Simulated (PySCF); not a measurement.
ethenyl silylformate (C₃H₆O₂Si), SMILES C=COC(=O)[SiH3]. Geometry optimised at PBE-D3(BJ)/def2-SVP. One conformer was computed; it need not be the lowest.

### Question
Give the equilibrium geometry at PBE-D3(BJ)/def2-SVP (PySCF confirms it by a frequency run) as Cartesian coordinates in Å. (An estimate is asked for; the answer gives what the named calculation found.)

### Answer
One answer among several that fit: 
```xyz
12

C     -2.6843     0.4059    -0.1146
C     -1.6175     1.2058    -0.2830
O     -0.2670     0.8994    -0.2022
C      0.2252    -0.3529     0.0817
O     -0.4508    -1.3373     0.2956
Si     2.1623    -0.3764     0.1020
H     -3.6785     0.8634    -0.2259
H     -2.6051    -0.6599     0.1238
H     -1.7128     2.2764    -0.5226
H      2.5742    -0.8574     1.4626
H      2.5926    -1.3721    -0.9352
H      2.7591     0.9704    -0.1828
```
